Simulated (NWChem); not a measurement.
Molecule: Si2H3F3; SMILES F[Si](F)(F)[SiH3]

```xyz
8

F      0.4879     1.4095     1.0160
Si     0.0000     0.0000     0.4162
F      0.9767    -1.1273     1.0160
F     -1.4646    -0.2822     1.0160
Si     0.0000     0.0000    -1.9082
H      1.3880     0.2631    -2.3864
H     -0.9218     1.0705    -2.3864
H     -0.4662    -1.3335    -2.3864
```
Atoms are numbered in this order, from 1.

Level: PBE0/def2-SVP (NWChem), optimised geometry, unscaled harmonic frequencies. 

| frequency (cm⁻¹) | IR intensity (km/mol) |
|---|---|
| 94 | 0.0 |
| 135 | 1.6 |
| 135 | 1.6 |
| 295 | 17.6 |
| 295 | 17.6 |
| 296 | 46.8 |
| 495 | 62.0 |
| 531 | 10.0 |
| 531 | 10.0 |
| 824 | 337.0 |
| 898 | 0.0 |
| 921 | 13.3 |
| 921 | 13.3 |
| 977 | 164.8 |
| 977 | 164.8 |
| 2244 | 24.9 |
| 2259 | 61.5 |
| 2259 | 61.5 |

- zero-point energy = 21.6 kcal/mol
- thermal correction to the enthalpy at 298.15 K (with zero-point energy) = 26.6 kcal/mol
- heat capacity Cv = 23.3 cal/(mol K)
- entropy at 298.15 K and 1 atm (symmetry number 3) = 81.6 cal/(mol K)
- dipole moment = 2.18 D

Rigid rotor and harmonic oscillator; modes under 100 cm⁻¹ make the entropy uncertain.
